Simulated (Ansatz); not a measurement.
`[S]=[Mo](=[S])([Cl])[Cl]`. The species carries charge 0 and has multiplicity 1. Mo: def2 effective core potential.

Question: What are the harmonic wavenumbers in cm⁻¹ at PBE0-D4/def2-TZVP (Ansatz, finite differences of forces, unscaled)? (An estimate is asked.)

Answer: Computed: 118, 151, 154, 159, 201, 416, 449, 589, 596.

Question: Is this a minimum?

Answer: Yes, all 9 modes are real.

Question: Give the ideal-gas thermochemistry at 298.15 K and 1 bar (rigid rotor, harmonic oscillator; point group C2v, symmetry number 2).

Answer: Zero-point energy 16.9 kJ/mol; H(298) − E = 37.5 kJ/mol; entropy 360.6 J/(mol·K), of which translation 176.7, rotation 118.1, vibration 65.8; G(298) − E = -70.0 kJ/mol.

Question: And at 400, 500, 600, 800 and 1000 K?

Answer: 
```
T (K)  H − E (kJ/mol)  S (J/mol/K)  G − E (kJ/mol)
  400            47.3        388.9          -108.2
  500            57.4        411.3          -148.3
  600            67.7        430.1          -190.4
  800            88.6        460.2          -279.5
 1000           109.8        483.8          -374.0
```
